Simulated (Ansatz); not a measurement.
C₂H₄SSi (`C=C1[SiH2]S1`) at its PBE0-D4/def2-TZVP geometry, where that method's forces vanish. Total charge 0; spin multiplicity 1.

```
atom   x (Å)   y (Å)   z (Å)
  C1   1.365  -0.106   0.852
  C2   0.386  -0.052  -0.035
 Si3  -1.339   0.126  -0.549
  S4   0.322  -0.185  -1.819
  H5   2.400  -0.259   0.565
  H6   1.149   0.005   1.908
  H7  -2.297  -0.985  -0.363
  H8  -1.987   1.455  -0.558
```

(1) For each bond, give half the difference of the two atoms' forces along it (eV/Å; positive pushes the atoms apart) under PBE-D4, r2SCAN-D4, B3LYP-D4, ωB97M-V in def2-TZVPP. (Estimate.)

Answers

(1) Ansatz gave: 
```tsv
bond	length (Å)	PBE-D4	r2SCAN-D4	B3LYP-D4	ωB97M-V
C1–C2	1.323	0.36	0.21	0.02	-0.12
C1–H5	1.085	0.01	-0.09	-0.06	-0.04
C1–H6	1.084	0.01	-0.06	-0.07	-0.04
C2–Si3	1.808	-0.05	-0.09	0.10	0.18
C2–S4	1.790	0.12	0.10	0.29	0.21
Si3–S4	2.114	0.34	0.12	0.32	0.15
Si3–H7	1.479	0.02	-0.02	-0.12	-0.16
Si3–H8	1.479	0.02	-0.02	-0.12	-0.16
```

B3LYP here is the variant with VWN-RPA as its local correlation; programs differ in this.
